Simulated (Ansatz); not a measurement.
CH5ClNOY (`C[O][Y]([NH2])[Cl]`). Total charge 0; spin multiplicity 1. Y: def2 effective core potential.

```csv
atom,x (Å),y (Å),z (Å)
C1,2.241,0.014,-0.017
O2,0.870,0.235,0.000
Y3,-1.073,0.714,0.017
N4,-2.385,-0.962,0.009
Cl5,-2.021,3.025,0.038
H6,2.518,-0.682,-0.818
H7,2.581,-0.420,0.932
H8,2.795,0.948,-0.176
H9,-2.129,-1.942,0.001
H10,-3.398,-0.931,0.013
```

List the harmonic frequencies (cm⁻¹, unscaled) at PBE0-D4/def2-TZVP in Ansatz. (An estimate is asked.)

Computed: 18, 38, 61, 101, 153, 167, 328, 348, 413, 490, 545, 575, 1180, 1182, 1204, 1477, 1491, 1493, 1550, 2996, 3057, 3059, 3532, 3617.

Is this a minimum?

Yes, all 24 modes are real.

Give the ideal-gas thermochemistry at 298.15 K and 1 bar (rigid rotor, harmonic oscillator; point group C1, symmetry number 1).

Zero-point energy 173.9 kJ/mol; H(298) − E = 200.3 kJ/mol; entropy 420.8 J/(mol·K), of which translation 173.0, rotation 120.6, vibration 127.2; G(298) − E = 74.9 kJ/mol. Modes under 100 cm⁻¹ are hindered rotations or soft bends, so the harmonic entropy is rough.

And at 400, 500, 600, 800 and 1000 K?


```
T (K)  H − E (kJ/mol)  S (J/mol/K)  G − E (kJ/mol)
  400           213.3        458.0            30.0
  500           227.2        489.1           -17.4
  600           242.2        516.5           -67.7
  800           274.8        563.2          -175.8
 1000           310.2        602.6          -292.5
```
